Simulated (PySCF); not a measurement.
A PySCF script (with the pyscf-properties extension) for the NMR shieldings of SMILES [SiH3]PBc1cccs1, C₄H₈BPSSi, on a GFN2-xTB geometry:

```python
import basis_set_exchange as bse
import numpy as np
from pyscf import gto, dft
from pyscf.prop import nmr

atoms = """
Si   -2.599876    0.310249   -0.405977
P    -1.919779   -0.770636    1.419766
B    -0.258711   -1.498814    1.026333
C     0.880140   -0.586734    0.579492
C     0.907288    0.785860    0.470584
C     2.131478    1.311183    0.029527
C     3.052768    0.336384   -0.212624
S     2.438471   -1.227864    0.111453
H    -2.685630    1.725086   -0.039261
H    -3.918253   -0.209487   -0.764748
H    -1.692377    0.166980   -1.548523
H    -2.712284   -1.895963    1.331328
H    -0.065045   -2.639829    1.210253
H     0.051246    1.391501    0.720003
H     2.323137    2.360673   -0.108303
H     4.059828    0.450355   -0.563229
"""
names = dict.fromkeys(["Si", "P", "B", "C", "S", "H"], "pcSseg-1")
basis = {el: gto.basis.parse(bse.get_basis(n, elements=[el], fmt="nwchem")) for el, n in names.items()}
mol = gto.M(atom=atoms, basis=basis, charge=0, verbose=0)
mf = dft.RKS(mol, xc="PBE0")
mf.grids.level = 2
mf.grids.alignment = dft.numint.BLKSIZE   # the property module wants whole blocks of grid points
mf.conv_tol = 1e-9
mf.kernel()

calc = nmr.RKS(mf)   # GIAO
C = mf.mo_coeff
Co = C[:, mf.mo_occ > 0]
resp = mf.gen_response(singlet=True, hermi=2)
def vind(x):   # induced exchange potential for any number of trial vectors
    d = np.einsum("pi,xij,qj->xpq", C, 2 * x.reshape(-1, C.shape[1], Co.shape[1]), Co, optimize=True)
    return np.einsum("xpq,pi,qj->xij", resp(d - d.transpose(0, 2, 1)), C, Co, optimize=True).ravel()
mo1, _ = nmr.rhf.solve_mo1(calc, with_cphf=vind)
sigma = calc.kernel(mo1)
for i, s in enumerate(sigma):   # ppm
    print("%2d %-2s %9.2f" % (i, mol.atom_pure_symbol(i), np.trace(s) / 3))
```

Question: Give the expected output.

Answer: 
```
 0 Si    427.34
 1 P     550.89
 2 B      31.64
 3 C      29.38
 4 C      41.32
 5 C      54.20
 6 C      37.25
 7 S     227.94
 8 H      27.30
 9 H      27.45
10 H      27.65
11 H      29.29
12 H      23.74
13 H      23.89
14 H      24.30
15 H      23.80
```

These numbers come from an equivalent density-fitted implementation of the same equations, which agrees with the script to about 0.01 ppm for H and up to a few tenths of a ppm for heavy atoms, so last digits may differ.

Size and cost of the density-fitted run: 197 basis functions, 63 s wall time on 1 thread of an Arm Neoverse N1, shared host; peak memory 0.89 GiB.
